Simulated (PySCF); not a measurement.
(3Z)-hexa-1,3-dien-5-yne (C6H6), SMILES C#C/C=C\C=C.

Geometry optimised at B3LYP-D3(BJ)/def2-SVP. The values are those of a single conformer.

Two levels are set side by side: PBE/def2-TZVP (PySCF) and B3LYP/def2-TZVP (PySCF). Same geometry, gas phase. Differences are taken from unrounded values.

```json
[
 {"quantity": "orbital gap (eV)", "B3LYP": "4.57", "PBE": "3.18", "PBE minus B3LYP": "-1.39"},
 {"quantity": "highest occupied level (eV)", "B3LYP": "-6.36", "PBE": "-5.64", "PBE minus B3LYP": "0.72"},
 {"quantity": "lowest empty level (eV)", "B3LYP": "-1.79", "PBE": "-2.46", "PBE minus B3LYP": "-0.68"},
 {"quantity": "dipole moment (D)", "B3LYP": "0.56", "PBE": "0.51", "PBE minus B3LYP": "-0.05"},
 {"quantity": "mean polarisability (bohr³)", "B3LYP": "80.8", "PBE": "81.8", "PBE minus B3LYP": "1.0"}
]
```

PBE's occupied levels lie high since its potential decays too fast outside the molecule; exact exchange lowers them and widens the gap. Differences between two approximate levels are no errors against the true value.

Rough cost on one machine, each run with all the roots and properties that it gave: B3LYP against PBE within a factor of 2.
